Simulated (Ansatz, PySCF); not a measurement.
BF2, SMILES F[B+]F, charge +1. Atoms are numbered in the order given.

```xyz
3

B      0.0000     0.0000     0.0000
F      0.0000     0.0000    -1.2386
F      0.0000     0.0000     1.2386
```
Charge +1, spin multiplicity 1.

Geometry: PBE-D3(BJ)/def2-TZVP.

Vertical ionisation energy (IE) and electron affinity (EA) in eV. Rows of orbital energies are one-electron estimates. Where ΔSCF, EOM or ADC give a negative EA the extra electron is unbound and the value depends on the basis.

```tsv
level	IE	EA
−ε(HOMO), −ε(LUMO), r2SCAN/def2-TZVPD (PySCF)	21.01	8.98
−ε(HOMO), −ε(LUMO), PBE/def2-TZVPD (PySCF)	[?]	[?]
EOM-CCSD/aug-cc-pVDZ (PySCF)	26.32	5.96
ADC(2)/aug-cc-pVDZ (PySCF)	25.09	5.99
ΔSCF, CAM-B3LYP/def2-TZVPD (Ansatz), final states of multiplicity 2 and 2	26.30	6.36
ΔSCF, PBE/def2-TZVPD (Ansatz), final states of multiplicity 2 and 2	25.57	6.37
```

Task: What belongs in the gaps? (Estimate from the structure and the level; the computed values follow.)

Result: 
- −ε(HOMO), −ε(LUMO), PBE/def2-TZVPD (PySCF), IE: 20.49
- −ε(HOMO), −ε(LUMO), PBE/def2-TZVPD (PySCF), EA: 9.59

Task: What vertical singlet–triplet gap does ΔSCF give with CAM-B3LYP/def2-TZVPD (Ansatz, an electronic-structure program) and with PBE/def2-TZVPD (Ansatz)? (An estimate is asked for; the answer gives what the named calculation found.)

Result: 11.28 and 10.57 eV (triplet above singlet where positive).

Computed lowest 1s main lines (those of the lightest heavy element) from CVS-ADC(2)-x/aug-cc-pVDZ (PySCF, non-relativistic), with pole strengths:
216.3 eV (1.68).

Task: Beyond the first one, list the lowest photoelectron lines from ADC(2)/aug-cc-pVDZ (PySCF) with their pole strengths (two spins summed). (Estimate from the structure and the level; the computed values follow.)

Result: 26.81 eV (1.78), 26.81 eV (1.78), 28.44 eV (1.77), 28.86 eV (1.78).
